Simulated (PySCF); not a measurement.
## Ionisation of arsine

System: arsine, `[AsH3]` (AsH3). Numbering: `[AsH3:1]`

Energies: ωB97X-D3(BJ)/ma-def2-TZVP (PySCF, density fitting, integration grid level 2) on PBE0-D3(BJ)/def2-SVP structures. The prefix ma- adds one diffuse s and one diffuse p function on all atoms but H. ωB97X-D3(BJ) is ωB97X-V with D3(BJ) in place of VV10. Thermal corrections: PBE0-D3(BJ)/def2-SVP frequencies, unscaled, ideal gas at 298.15 K and 1 bar, quasi-RRHO entropy.

Frontier levels of the parent: HOMO -10.22 eV, LUMO 1.56 eV.

Oxidation to the radical cation:
* Vertical ionisation energy (electronic): 10.53 eV
* Adiabatic ionisation energy (with zero-point energy): 9.74 eV
* Adiabatic, electronic part: 9.75 eV
* Vertical gap at the product's structure: 8.94 eV
* Inner reorganisation energy (four-point): 1583 meV
* Relaxation of product / of parent: 781 / 802 meV
* ⟨S²⟩ of the product: 0.752
* Largest spin populations: As1 0.97
* Largest changes of atomic charge: As1 0.62, H (on As1) 0.13, H (on As1) 0.13, H (on As1) 0.13
* Distances that move most (Å): As1–H 1.525 → 1.500; As1–H 1.525 → 1.500; As1–H 1.525 → 1.500
* Potential in DMF: 6.65 V absolute, 2.11 V against Fc+/Fc computed at 4.54 V (solvation -3 → -300 kJ/mol)

Solvents are IEF-PCM continua (electrostatics only, gas-phase structures); absolute potentials refer to an electron at rest in vacuum. Fc+/Fc in DMF, 4.54 V, is ωB97X-D3(BJ)/ma-def2-TZVP on PBE0-D3(BJ)/def2-SVP structures with GFN2-xTB thermal terms. Benchmark calculations put it near 5.0 V in acetonitrile and DMSO, so it is about 0.5 V low, and the value against it can read up to that much too high.

Measured values (NIST Chemistry WebBook, evaluated or the median of agreeing entries): vertical ionisation energy 10.58 eV (computed 10.53, difference -0.05); adiabatic ionisation energy 10.03 eV (computed 9.74, difference -0.29).

Known limits: spin-orbit coupling is left out of the energies, which matters for open shells on the heavier atoms; atoms from Ga to Kr are treated without relativity.

Hardware: 1 thread of Intel Xeon Platinum 8488C, shared with other jobs. Command: `OMP_NUM_THREADS=1 python redox_run.py task.json out`. Structures, frequencies and single points: 34 s.
